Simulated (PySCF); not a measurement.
## Exercise with solution: oscillator strength and radiative lifetime

CdH4SSi, SMILES [Cd]([SiH3])[SH].

Coordinates come from a PBE0-D3(BJ)/def2-SVP optimisation. The def2 effective core potentials stand for the cores of Cd; spin–orbit coupling is left out. The values are those of a single conformer.

TDA-M06-2X/def2-SVPD (PySCF) puts the first singlet state with f over 0.02 at 5.09 eV (vertical), with the transition dipole (-0.044, 0.347, 0.281) in atomic units.

Question: Find the oscillator strength, the wavelength and the radiative lifetime that this transition would have in vacuum if emission retraced absorption.

Answer: 
|μ|² = 0.2013 au, so |μ| = 1.14 D. ΔE = 5.09/27.211 = 0.1871 hartree. f = (2/3) ΔE |μ|² = 0.025 (the program prints 0.025).
λ = 1239.84/5.09 = 244 nm; ν = 41054 cm⁻¹.
Einstein's coefficient A = 0.6670 ν² f s⁻¹ (ν in cm⁻¹) = 2.8e7 s⁻¹, so τ = 1/A = 35 ns. This state is S2; the lower singlet has f = 0.003. The figure is the radiative limit of this one transition; relaxation, internal conversion, crossing to triplets and a medium change what is measured.
